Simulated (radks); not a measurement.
Values are calculated unless marked as measured or tabulated.
Q: Mean orbital radii <r> (bohr) of neutral copper, [Ar] 3d10 4s1, of relativity; Dirac values are averaged over j with weights 2j + 1. Spin-unpolarised spherical Kohn-Sham, BLYP, point nucleus unless stated (finite: rms radius 3.8823 fm), a radial shooting solver on a logarithmic mesh with Libxc functionals. A level marked "c x" has the speed of light scaled by that factor.

shell  non-rel.
1s      0.05290
2s       0.2387
2p       0.2078
3s       0.7224
3p       0.7540
3d        1.042
4s        2.989

Give the values at the level "Dirac, c x 0.75".

A: 
shell  Dirac, c x 0.75  change of magnitude (%)
1s             0.05151                    -2.63
2s              0.2321                    -2.77
2p              0.2052                    -1.25
3s              0.7035                    -2.62
3p              0.7455                    -1.13
3d               1.056                    +1.33
4s               2.881                    -3.62
